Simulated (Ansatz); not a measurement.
Gas-phase electronic energies from Ansatz, PBE0-D4/def2-TZVP geometries. CBS: MP2 limit from def2 TZ/QZ plus the TZ coupled-cluster correction, frozen cores. Functionals use def2-TZVPP. B3LYP here is the variant with VWN-RPA as its local correlation; programs differ in this. HSE06 is defined as in plane-wave codes. Elements past krypton have def2 core potentials. For Sn outer-core shells are correlated without core-valence functions, which leaves a few kJ/mol of doubt a bond. Each species was taken in one conformer, which may not be the lowest.

`CC1=CC(C)=[O+][B-](O)(Cl)O1` + `[OH][Sn][OH]` → `CC1=CC(C)=[O+][Sn-]([OH])[O]1` + `OB(O)Cl`  (substitution at a C–O bond)

```
             level  ΔE (kJ/mol)  difference from CCSD(T)/CBS
          BHLYP-D4        -80.9                        -10.2
      CAM-B3LYP-D4        -73.1                         -2.4
            revPBE        -72.5                         -1.8
              PBE0        -68.6                          2.1
             B3LYP        -77.3                         -6.6
           r2SCANh        -69.6                          1.1
             HSE06        -68.3                          2.4
       HF/def2-SVP       -111.4                        -40.7
     CCSD/def2-SVP        -96.3                        -25.6
SCS-MP2/def2-QZVPP        -72.6                         -1.9
       CCSD(T)/CBS        -70.7                            0
```

Largest T1 diagnostic among the species: 0.018.

Leaving LDA and LC-ωPBE aside and taking each functional with its dispersion term where it has one, the values, not all of them listed here, spread over 13.8 kJ/mol, from BHLYP-D4 to PBE-QIDH. LDA lies +16.3 kJ/mol from PBE without D4. In def2-TZVPP, CCSD(T) changes the Hartree–Fock value by +21.6 kJ/mol (the triples alone add +2.5 kJ/mol) and MP2 by +23.1 kJ/mol. At CCSD(T), def2-SVP lies −23.9 kJ/mol from the extrapolated value and def2-TZVPP +2.1 kJ/mol.

CCSD(T)/CBS has its own doubt, a few kJ/mol and more with outer-core shells, so smaller differences from it don't rank the levels.
